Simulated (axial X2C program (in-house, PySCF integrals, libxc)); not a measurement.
## Worked dissociation energy of NaGe: CCSD, without spin–orbit coupling

All values were computed with an in-house relativistic program for diatomic molecules. Spin-free means the one-electron spin-free X2C Hamiltonian. Basis: Ge dyall-cv3z [9s9p7d4f1g], Na dyall-cv3z [9s8p5d2f] (cores contracted in-house); Gaussian nuclei, density fitting, unrestricted open shells. Masses: Ge 73.921 u, Na 22.990 u.

Molecular state: M_S = 3/2, Λ = 0 (beyond evenly filled blocks: σα, π+α, π-α).

Correlated methods: 5 electrons correlated (number of frozen shells: Ge 3 s, 2 p, 1 d; Na 2 s, 1 p), 257 virtual spin orbitals or spinors in MP2, 59 natural virtuals in coupled cluster.

- E(Ge) (2M_S = 2, M_L = 0): -2097.182999 hartree
- E(Na) (2M_S = 1, M_L = 0): -162.068096 hartree
- E(NaGe) at Re: -2259.299194 hartree
- ωe: 212.0 cm⁻¹
- ωexe: 0.866 cm⁻¹

Problem. Work out De and D0.

Solution. De = -2097.182999 + (-162.068096) − (-2259.299194) = 0.04810 hartree = 1.309 eV. The zero-point energy is ωe/2 − ωexe/4 = 106 cm⁻¹ = 0.013 eV, so D0 = 1.296 eV.

The state is one determinant whose occupation by symmetry is held fixed; it was picked as the lowest of a PBE0 search that is not exhaustive. Dissociation energies refer to the lowest single-determinant-based atoms at the same level and basis. CCSD ran in a truncated set of natural virtual spinors with an MP2 remainder; without triples it tends to underbind. Other states lie close and PBE0, whose exact exchange favours high spin, may order them wrongly; the determinant shown need not be the ground state. The nearest other spin-free determinant of the search, M_S = 1/2, Λ = 0, lies 0.49 eV up at the distance of the search. With the outer-core shells frozen, correlated bond lengths of heavy atoms tend to come out a few hundredths of an ångström too long. Spin-free De lacks the spin–orbit lowering of the heavy p-block atom, a tenth of an eV or more for 4p and 5p, up to an eV for 6p and one to two eV for 7p atoms, less what an open-shell molecule gains itself.

Each atomic determinant is the lowest at this level and need not be a pure term. Totals compare only within one Hamiltonian and basis.
